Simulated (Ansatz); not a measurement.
Ideal-gas functions of `[OH][Mo]([F])([Cl])([Cl])([Cl])[Cl]` at 600 K and 1 bar, from an Ansatz frequency run at PBE0-D4/def2-TZVP.

Molar mass 273.76 g/mol, point group Cs (symmetry number 1), electronic degeneracy 1, moments of inertia 483.833, 596.509, 618.964 u Å². Harmonic wavenumbers (cm⁻¹, unscaled): 70, 84, 87, 165, 171, 194, 221, 263, 269, 330, 346, 381, 409, 462, 601, 687, 758, 3829.

Use S(trans) = R[1.5 ln M + 2.5 ln T − 1.1517]; rotational temperatures θ = 24.2544 K / I; S(rot) = R[ln(√π/σ · √(T³/θAθBθC)) + 1.5]; for each mode x = 1.438777 ν̃/T, S = R[x/(eˣ − 1) − ln(1 − e⁻ˣ)] and H = RT x/(eˣ − 1); 1 cm⁻¹ = 0.0119627 kJ/mol; R = 8.31446 J/(mol·K).

By hand: the entropy, in J/(mol·K).

Translation 193.4. Rotation: θ = 0.0501, 0.0407, 0.0392 K, giving 136.2. Vibration, mode by mode: 23.16, 21.65, 21.36, 16.08, 15.78, 14.75, 13.69, 12.28, 12.10, 10.47, 10.10, 9.35, 8.80, 7.88, 5.96, 5.04, 4.40, 0.01, in all 212.9. Electronic 0.0. Sum 542.5 J/(mol·K).

By hand: H − E and G − E in kJ/mol, counted from the electronic energy.

Zero-point energy ½ × 9327 × 0.0119627 = 55.8; thermal vibration 57.6; translation, rotation and pV give 4 RT = 20.0. H − E = 133.4 kJ/mol, and G − E = 133.4 − 600 × 542.5/1000 = -192.1 kJ/mol.

Vibration gives 39 % of the entropy, 66.2 J/(mol·K) of it from the modes under 150 cm⁻¹: soft modes count most, and the harmonic formula is weakest for them. The sum counts one conformer and one mirror image; others add a mixing term.
